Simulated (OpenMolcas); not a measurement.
## Sc II: effect of the IPEA shift

```
Program             : OpenMolcas
Basis               : ANO-RCC-VTZP [6s5p3d2f1g]
Scalar Hamiltonian  : DKH2, point nucleus
Active space        : 2 electrons in 6 orbitals (3d 4s)
State averaging     : 2S+1 = 3 even, 15 roots; 2S+1 = 1 even, 21 roots kept (CI in the orbitals of an earlier block)
Spin-orbit coupling : state interaction with AMFI integrals over the reference wave functions, term energies averaged over their components
```

Methods on the same reference wave functions:
A. CASSCF
B. MS-CASPT2, IPEA 0 Eh, imaginary shift 0.1 Eh (closed shells correlated: 3s 3p)
C. MS-CASPT2, IPEA 0.25 Eh, imaginary shift 0.1 Eh (closed shells correlated: 3s 3p)

Energies in cm⁻¹ above 3d 4s ³D₁, the measured ground level; measured values from NIST Handbook of Basic Atomic Spectroscopic Data.

```
    Level      A      B      C  Measured
3d 4s ³D₁    0.0    0.0    0.0       0.0
3d 4s ³D₂   62.2   56.2   57.5      67.7
3d 4s ³D₃    159    159    159       178
3d 4s ¹D₂   4249    882   1059      2541
  3d² ³F₂   5486   4710   4980      4803
  3d² ³F₃   5581   4800   5080      4884
  3d² ³F₄   5708   4930   5210      4988
  3d² ³P₀  15418  12220  12870     12074
  3d² ³P₁  15451  12250  12900     12102
  3d² ¹G₄  18290  14420  14670     14261
  4s² ¹S₀  18482  11660  11860     11736
  3d² ¹S₀  39309  28460  26250     25955
```

Deviations, from unrounded energies. A percentage is the sum of absolute deviations over the sum of measured energies, with the sign that they share, or ± where signs differ.

```json
{"Against measurement": "mean absolute deviation (cm-1)", "Levels": "11", "A": "3200", "B": "450", "C": "410"}
{"Against measurement": "fine structure of the ground term (%)", "Levels": "2", "A": "-10.1", "B": "-12.5", "C": "-12.0"}
{"Against measurement": "other terms of the ground configuration (%)", "Levels": "1", "A": "+67.2", "B": "-65.3", "C": "-58.3"}
{"Against measurement": "other configurations (%)", "Levels": "8", "A": "+36.3", "B": "±3.6", "C": "+3.3"}
```

C lies closest to measurement on these levels and A furthest from it. The largest miss of C in the table is 3d 4s ¹D₂, by -1500 cm-1. The ranking rests on the paired levels alone, and a cruder setting can come out closer through cancelling errors.

Between B and C the level of the table that moves most is 3d² ¹S₀, by 2200 cm-1 (lowest in C, highest in B). Moves below CASPT2's spread within the term are not significant.

The mean deviations of B to C differ by less than CASPT2's widest spread within a term (700 cm-1), so their order carries little weight.

The lowest spin-free term lies below A's lowest term by 0.302 hartree in B, 0.298 hartree in C.

CASPT2 breaks the degeneracy within a term, and the mean is taken; among the terms shown or strongly mixed into the levels shown the widest spread is 700 cm-1 (3d² ³F, B). Over all roots computed the reference weight is 0.83 to 0.94 in B, 0.88 to 0.94 in C; the roots of lowest weight are the least certain, and an intruder state may touch them. Terms from blocks run as CI alone lack orbitals of their own. A single d shell beside an s shell can misplace configurations of different d count against each other. Without dynamic correlation excited terms often stand tens of per cent too high (terms of higher spin than the ground term too low), and those without a measured partner can miss by more than the paired ones (holds for A). Computed and measured levels are paired by configuration, term and J; levels that our copy of the source lacks, or whose pairing is in doubt (as where it misses far off the trend of its configuration), stay unpaired and out of the deviations. Only configurations of the active space appear. The table leaves out levels that lie high or whose names do not pair safely across all columns.
